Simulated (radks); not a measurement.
Ba II, configuration [Xe] 6s1. Method: Dirac Kohn-Sham, PBE, spin-unpolarised, spherical densities, point nucleus; speed of light set to 274.072 atomic units (2 times the physical value, a model run); computed with a radial shooting solver on a logarithmic mesh with Libxc functionals. Some entries of the table are withheld. Estimate them.

orbital,occ.,eigenvalue (hartree),<r^2> (bohr^2)
1s1/2,2,-1321.539,(1)
2s1/2,2,-204.7220,0.01547
2p1/2,2,-193.1041,(2)
2p3/2,4,-189.8672,(3)
3s1/2,2,(4),0.1046
3p1/2,2,-38.41049,0.09929
3p3/2,4,-37.78877,0.1012
3d3/2,4,-28.70922,(5)
3d5/2,6,-28.56481,(6)
4s1/2,2,-8.64278,0.5470
4p1/2,2,-6.83866,0.5901
4p3/2,4,-6.70922,0.6008
4d3/2,4,-3.61870,0.7343
4d5/2,6,-3.59457,0.7388
5s1/2,2,-1.37596,3.204
5p1/2,2,-0.90858,(7)
5p3/2,4,-0.89090,(8)
6s1/2,1,-0.27169,22.09

Answer. 
(1) 1s1/2 <r^2> (bohr^2): 0.0009605
(2) 2p1/2 <r^2> (bohr^2): 0.01153
(3) 2p3/2 <r^2> (bohr^2): 0.01185
(4) 3s1/2 eigenvalue (hartree): -43.35738
(5) 3d3/2 <r^2> (bohr^2): 0.08368
(6) 3d5/2 <r^2> (bohr^2): 0.08422
(7) 5p1/2 <r^2> (bohr^2): 4.138
(8) 5p3/2 <r^2> (bohr^2): 4.223
